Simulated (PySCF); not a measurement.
From one molecule to another.

First species: C₈H₆ClFO.
SMILES: `c1c(ccc(C)c1C(Cl)=O)F`

Second species: C₈H₆ClN₃.
SMILES: `Clc1ccc(-n2cnnc2)cc1`

Levels: PBE0/pcSseg-1 for dipole moment, HOMO energy, LUMO energy and HOMO–LUMO gap; GFN2-xTB for rotational constant A and rotational constant C. Geometries: GFN2-xTB. Each species is one conformer at its optimised geometry, gas phase, non-relativistic unless stated. Electronic properties by PySCF.

Dipoles, sizes and rotational constants follow the conformer. The torsions of the flexible species, by atom-mapped SMILES:
- `[CH3:1][c:2]1[cH:3][cH:4][c:5]([F:6])[cH:7][c:8]1[C:9](=[O:10])[Cl:11]`: C7–C8–C9–O10 -168°
- `[Cl:1][c:2]1[cH:3][cH:4][c:5](-[n:6]2[cH:7][n:8][n:9][cH:10]2)[cH:11][cH:12]1`: C4–C5–N6–C7 -33°

| property | column X | column Y |
| --- | --- | --- |
| dipole moment | 4.50 D | 3.29 D |
| HOMO energy | -7.31 eV | -7.62 eV |
| LUMO energy | -1.47 eV | -2.37 eV |
| HOMO–LUMO gap | 5.84 eV | 5.25 eV |
| rotational constant A | 3.687 GHz | 1.334 GHz |
| rotational constant C | 0.335 GHz | 0.494 GHz |

Q: Which column belongs to which species?

A: Column X is the second species and column Y the first. The first has 17 atoms and 88 electrons, the second 18 and 92.

Q: How does each property change from the first species to the second?

A: dipole moment +1.21 D; HOMO energy +0.31 eV; LUMO energy +0.90 eV; HOMO–LUMO gap +0.59 eV; rotational constant A +2.353 GHz; rotational constant C -0.159 GHz.

On the first: A dipole of 3.29 D is allowed in C1, and pure rotational transitions are dipole-allowed. The dipole equals about 11.0 × 10⁻³⁰ C·m (1 D = 3.33564 × 10⁻³⁰ C·m).

On the second: Point group C2 permits a dipole; with 4.50 D the species has a pure rotational spectrum. The dipole matches unit charges of opposite sign 0.94 Å apart (1 e·Å = 4.8032 D).
